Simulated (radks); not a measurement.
Problem. Coulomb parameter of the 4d shell of neutral molybdenum in the model configuration [Kr] 4d5 5s1, as a second difference U = [E(n + 0.5) + E(n - 0.5) - 2 E(n)] / (0.5)^2 with all orbitals relaxed. "Bare": the charge of the atom changes with n. "Screened": the 5s shell takes up the change at fixed total charge, which measures U(4d,4d) + U(5s,5s) - 2 U(4d,5s). All-electron calculation, scalar-relativistic Kohn-Sham, SCAN, spin-unpolarised, spherical densities, finite nucleus; meta-GGA in the generalised Kohn-Sham scheme; Fermi nuclear charge, rms radius 4.4091 fm. Program: a radial shooting solver on a logarithmic mesh with Libxc functionals. Estimate both.

Solution. U(bare) = 7.758 eV, U(screened by 5s) = 0.612 eV, against the Slater integral F0(4d,4d) = 12.593 eV with frozen orbitals. The step up makes a negative ion, whose loosely bound charge lowers the bare value.
